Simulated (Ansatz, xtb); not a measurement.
# Ranking isomers of ClH8NSi3

3 gas-phase structures of ClH8NSi3, from a drawn sample of its isomers (lower ones may exist). Each was relaxed with GFN2-xTB; where two conformers were screened, the lower at r2SCAN-D4/def2-SVP is listed:

A. `[SiH3]N[Si@@H]([SiH3])Cl`, a singlet
B. `[SiH3][SiH2]N[SiH2]Cl`, a singlet
C. `[SiH3]N([SiH3])[SiH2]Cl`, a singlet

**Question.** Estimate their order in r2SCAN-D4/def2-SVP energy at these geometries, lowest first.

**Answer.** Calculated order at r2SCAN-D4/def2-SVP: C (0.0), B (11.9), A (13.5) kcal/mol.

Energies above the lowest of each column, in kcal/mol; the last columns are at PBE-D3(BJ)/def2-SVP geometries:

| structure | GFN2-xTB | HF/STO-3G | r2SCAN-D4/def2-SVP | PBE-D3(BJ)/def2-SVP | CCSD(T)/def2-SVP + ΔMP2/def2-TZVPP |
| --- | --- | --- | --- | --- | --- |
| C | 0.0 | 0.0 | 0.0 | 0.0 | 0.0 |
| B | 25.3 | 9.4 | 11.9 | 7.3 | 14.4 |
| A | 25.1 | 8.4 | 13.5 | 7.3 | 14.0 |

Every level run on C puts it lowest or level with the lowest. CCSD(T)/def2-SVP + ΔMP2/def2-TZVPP orders those it was run on as C (0.0), A (14.0), B (14.4) kcal/mol. Less than 1 kcal/mol parts A and B, so the order within that pair means little. Flexible structures stand in one conformer each, not always the lowest. ΔMP2 is the change of the MP2 energy from the smaller to the larger basis.

Programs: Ansatz 0.2.0, xtb 6.7.1.
